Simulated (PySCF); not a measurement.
**Working out the ionisation energy of Te⁺**

Te⁺ [Kr] 4d10 5s2 5p3 (4S) → Te²⁺ [Kr] 4d10 5s2 5p2 (3P). Calculation: PySCF 2.14, in cc-pVDZ-PP with ECP28MDF (4s3p2d, 23 functions); a scalar-relativistic core potential. Frozen: 4s2 4p6 4d10. Energies in hartree (1 hartree = 27.21139 eV):

```csv
part,Te⁺ (lower),Te²⁺ (upper)
UHF,-266.714374,-266.039469
CCSD correlation,-0.059886,-0.050298
(T),-0.000534,-0.000449
```

Problem. What does Hartree-Fock give?

Solution. (-266.039469) − (-266.714374) = 0.674905 hartree = 18.365 eV.

Problem. What do CCSD and CCSD(T) give?

Solution. The CCSD correlation energies differ by 0.009588 hartree = 0.261 eV and the triples by 0.000085 hartree = 0.002 eV, so CCSD gives 18.626 eV and CCSD(T) 18.628 eV.

Reference: 18.6 ± 0.4 eV (measured; NIST Atomic Spectra Database, ionization energies), between the lowest levels; spin-orbit coupling is absent from the calculation.

A double-zeta basis recovers only part of the correlation energy.

What remains against the reference includes basis incompleteness, the frozen core and higher excitations.
